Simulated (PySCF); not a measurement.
Ga(H)(SeH)2 (GaH3Se2), SMILES [SeH][GaH][SeH].

Geometry optimised at B3LYP-D3(BJ)/def2-SVP. The structure was generated by enumeration; whether it is a known compound was not checked. Other conformers were not sampled.

All values below come from TDA-LC-ωPBE/def2-SVPD (PySCF).

Vertical excitations.  State labels are in the subgroup C2v.

Question: Estimate the UV-visible absorptions. (Estimate from the structure and the level; the computed values follow.)

Answer: 
| state | symmetry | energy (eV) | λ (nm) | f | main pairs |
|---|---|---|---|---|---|
| S1 | A2 | 5.30 | 234 | 0.000 | HOMO→LUMO+2 44 %, HOMO→LUMO+1 38 % |
| S2 | B2 | 5.55 | 223 | 0.055 | HOMO→LUMO 84 % |
| S3 | B1 | 5.79 | 214 | 0.001 | HOMO−1→LUMO+2 47 %, HOMO−1→LUMO+1 16 %, HOMO→LUMO+13 10 % |
| S4 | A2 | 5.96 | 208 | 0.000 | HOMO→LUMO+1 39 %, HOMO→LUMO+2 17 %, HOMO−1→LUMO+3 14 %, HOMO→LUMO+8 12 % |
| S5 | A2 | 6.21 | 200 | 0.000 | HOMO−2→LUMO 88 % |
| S6 | A1 | 6.23 | 199 | 0.030 | HOMO−1→LUMO 86 % |
| S7 | B1 | 6.26 | 198 | 0.090 | HOMO−1→LUMO+1 46 %, HOMO→LUMO+3 28 %, HOMO−3→LUMO 10 %, HOMO−1→LUMO+8 7 % |
| S8 | B1 | 6.56 | 189 | 0.031 | HOMO−3→LUMO 86 % |
| S9 | B2 | 7.17 | 173 | 0.129 | HOMO−2→LUMO+2 59 %, HOMO−2→LUMO+4 11 % |
| S10 | B2 | 7.44 | 167 | 1.007 | HOMO−2→LUMO+1 75 % |
| T1 | A2 | 4.89 | 254 | 0 | HOMO→LUMO+2 44 %, HOMO→LUMO+1 31 %, HOMO−1→LUMO+13 7 % |
| T2 | B2 | 4.89 | 253 | 0 | HOMO→LUMO 92 % |
| T3 | B1 | 5.26 | 235 | 0 | HOMO−1→LUMO+2 42 %, HOMO−1→LUMO+1 15 %, HOMO→LUMO+13 13 % |
| T4 | A1 | 5.30 | 234 | 0 | HOMO−1→LUMO 92 % |
Triplets are in the Tamm–Dancoff approximation.
